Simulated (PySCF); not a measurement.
# Manganese: a sound run and one with changed settings

Sound run: Mn [Ar] 3d5 4s2, Mn⁺ [Ar] 3d5 4s1. Computed with PySCF 2.14 in 6-31G* (5s4p2d1f, 34 functions), with the non-relativistic Hamiltonian (point nucleus). In the sound run the correlated levels freeze [Ar]. The sound run starts from symmetry-adapted Hartree-Fock orbitals and uses a fine grid where one is needed.

Changed run: initial guess minao, at most 50 SCF cycles, level shift 2.0 hartree.

```json
{"species": "Mn", "method": "UHF", "sound run (hartree)": "-1149.71950", "changed run (hartree)": "-1149.53797", "converged": "no"}
{"species": "Mn", "method": "LDA", "sound run (hartree)": "-1148.44896", "changed run (hartree)": "-1148.31704", "converged": "no"}
{"species": "Mn", "method": "BP86", "sound run (hartree)": "-1150.97373", "changed run (hartree)": "-1150.86086", "converged": "no"}
{"species": "Mn⁺", "method": "UHF", "sound run (hartree)": "-1149.50143", "changed run (hartree)": "-1149.50143", "converged": "yes"}
{"species": "Mn⁺", "method": "LDA", "sound run (hartree)": "-1148.17970", "changed run (hartree)": "-1148.17970", "converged": "no"}
{"species": "Mn⁺", "method": "BP86", "sound run (hartree)": "-1150.70837", "changed run (hartree)": "-1150.70837", "converged": "no"}
{"species": "Mn⁺", "method": "MP2", "sound run (hartree)": "-1149.54849", "changed run (hartree)": "-1149.52659", "converged": "yes"}
```

A level shift leaves the converged SCF energy unchanged but raises the virtual orbital energies, which shrinks MP2 if it is not removed.
